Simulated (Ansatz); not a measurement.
Reaction (formal exchange of groups at a Ge–C bond): `F[CH](F)[GeH3]` + `C#[C][AlH2]` → `C#[C][AlH][GeH3]` + difluoromethane

Calculated with Ansatz (gas phase, PBE0-D4/def2-TZVP geometries, no zero-point term in ΔE). CCSD(T)/CBS is the MP2 limit (def2-TZVPP, def2-QZVPP) plus CCSD(T) − MP2 in def2-TZVPP, frozen cores. This one scheme is used for every species. Functionals use def2-TZVPP. HSE06 is defined as in plane-wave codes. For Ge outer-core shells are correlated without core-valence functions, which leaves a few kJ/mol of doubt a bond. Scalar relativity is left out up to krypton.

Problem. Is it downhill or uphill in electronic energy at CCSD(T)/CBS, and by how much? (An estimate is asked.)

Solution. Computed: Downhill: ΔE = -72.0 kJ/mol.

Problem. What do these levels give: PBE-D4, BLYP-D4, HSE06-D4, ωB97M-V, B2PLYP, BLYP, PBE0, r2SCAN0, CCSD(T)/def2-SVP, MP2/def2-QZVPP, HF/CBS(def2), MP2/CBS(def2)? (Best estimate.)

Solution. The calculation gave: PBE-D4 -74.1, BLYP-D4 -65.1, HSE06-D4 -78.2, ωB97M-V -65.3, B2PLYP -70.1, BLYP -66.8, PBE0 -77.8, r2SCAN0 -75.7, CCSD(T)/def2-SVP -69.5, MP2/def2-QZVPP -71.1, HF/CBS(def2) -71.7, MP2/CBS(def2) -71.4 kJ/mol.

Largest T1 diagnostic among the species: 0.013.

From r2SCAN to r2SCAN0 (25 % exact exchange), in def2-TZVPP and without D4, ΔE moves by −4.0 kJ/mol. Leaving LDA and LC-ωPBE aside and taking each functional with its dispersion term where it has one, the values, not all of them listed here, spread over 17.1 kJ/mol, from HSE06-D4 to B97M-V.
